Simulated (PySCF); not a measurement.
**AsI: script and output**

The script input.py:

```python
from pyscf import gto, scf, tdscf

mol = gto.M(
    atom='As 0 0 0; I 0 0 2.485',
    basis='sbkjc',
    ecp={'As': 'sbkjc', 'I': 'sbkjc'},
    charge=0,
    spin=2,
    verbose=4,
)
mf = scf.UHF(mol)
mf.kernel()
td = tdscf.TDHF(mf)
td.nstates = 6
td.kernel()
td.analyze(verbose=3)
mf.dip_moment()
print('orbital energies (hartree):', [e[max(0, n-3):n+3].round(4) for e, n in zip(mf.mo_energy, mol.nelec)])
```

```bash
$ OMP_NUM_THREADS=1 python input.py
```

It prints (some set-up lines and the per-cycle HOMO/LUMO lines with their warnings removed):

```
PySCF version 2.14.0

[INPUT] verbose = 4
[INPUT] num. atoms = 2
[INPUT] num. electrons = 12
[INPUT] charge = 0
[INPUT] spin (= nelec alpha-beta = 2S) = 2
[INPUT] symmetry False subgroup None
[INPUT] Mole.unit = angstrom
[INPUT] Symbol           X                Y                Z      unit          X                Y                Z       unit  Magmom
[INPUT]  1 As     0.000000000000   0.000000000000   0.000000000000 AA    0.000000000000   0.000000000000   0.000000000000 Bohr   0.0
[INPUT]  2 I      0.000000000000   0.000000000000   2.485000000000 AA    0.000000000000   0.000000000000   4.695969419544 Bohr   0.0

nuclear repulsion = 7.45320015380282
number of shells = 8
number of NR pGTOs = 40
number of NR cGTOs = 16
basis = sbkjc
ecp = {'As': 'sbkjc', 'I': 'sbkjc'}

******** <class 'pyscf.scf.uhf.UHF'> ********
method = UHF
initial guess = minao
damping factor = 0
level_shift factor = 0
DIIS = <class 'pyscf.scf.diis.CDIIS'>
diis_start_cycle = 1
diis_space = 8
diis_damp = 0
SCF conv_tol = 1e-09
SCF conv_tol_grad = None
SCF max_cycles = 50
direct_scf = True
direct_scf_tol = 1e-13
number electrons alpha = 7  beta = 5
Set gradient conv threshold to 3.16228e-05
init E= -16.6125800541607

cycle= 1 E= -17.2386957634263  delta_E= -0.626  |g|= 0.129  |ddm|= 1.84
cycle= 2 E= -17.2641458851751  delta_E= -0.0255  |g|= 0.0399  |ddm|= 0.406
cycle= 3 E= -17.267398003474  delta_E= -0.00325  |g|= 0.0192  |ddm|=  0.1
cycle= 4 E= -17.2684770181378  delta_E= -0.00108  |g|= 0.00766  |ddm|= 0.0769
cycle= 5 E= -17.2687286482551  delta_E= -0.000252  |g|= 0.00436  |ddm|= 0.0336
cycle= 6 E= -17.2688524185255  delta_E= -0.000124  |g|= 0.00238  |ddm|= 0.0306
cycle= 7 E= -17.2689032233529  delta_E= -5.08e-05  |g|= 0.000954  |ddm|= 0.0284
cycle= 8 E= -17.2689102852635  delta_E= -7.06e-06  |g|= 0.000155  |ddm|= 0.0129
cycle= 9 E= -17.2689103807889  delta_E= -9.55e-08  |g|= 2.92e-05  |ddm|= 0.00137
cycle= 10 E= -17.2689103826147  delta_E= -1.83e-09  |g|= 5.51e-06  |ddm|= 0.000116
cycle= 11 E= -17.2689103826902  delta_E= -7.55e-11  |g|= 1.48e-06  |ddm|= 2.16e-05
Extra cycle  E= -17.2689103826941  delta_E= -3.97e-12  |g|= 6.32e-07  |ddm|= 4.18e-06
converged SCF energy = -17.2689103826941  <S^2> = 2.0261507  2S+1 = 3.0173834

******** <class 'pyscf.tdscf.uhf.TDHF'> for <class 'pyscf.scf.uhf.UHF'> ********
nstates = 6
deg_eia_thresh = 1.000e-03
wfnsym = None
conv_tol = 1e-05
eigh lindep = 1e-12
eigh level_shift = 0
eigh max_cycle = 100

Excitation energies (eV)
[3.42958612 3.42958612 4.18427361 4.65008334 4.65008334 5.60862244]

** Excitation energies and oscillator strengths **
Excited State   1:      3.42959 eV    361.51 nm  f=0.0000
Excited State   2:      3.42959 eV    361.51 nm  f=0.0000
Excited State   3:      4.18427 eV    296.31 nm  f=0.0029
Excited State   4:      4.65008 eV    266.63 nm  f=0.0317
Excited State   5:      4.65008 eV    266.63 nm  f=0.0317
Excited State   6:      5.60862 eV    221.06 nm  f=0.0000
Dipole moment(X, Y, Z, Debye): -0.00000, -0.00000, -1.83448
orbital energies (hartree): [array([-0.4289, -0.3449, -0.3449,  0.0257,  0.2687,  0.2687]), array([-0.4031, -0.3869, -0.3869,  0.0117,  0.0117,  0.0593])]
```

In short: E(SCF) = -17.268910 Eh, 11 cycles, ⟨S²⟩ = 2.026, μz(SCF) = -1.83 D, first excitations without spin–orbit coupling 3.43, 3.43, 4.18, 4.65, 4.65 eV.

Hardware: Intel Xeon Platinum 8375C @ 2.90GHz, 1 thread, shared host. Wall time 0.98 s.

The bond length is a typed value, not an optimised one. No search for the lowest solution was made.
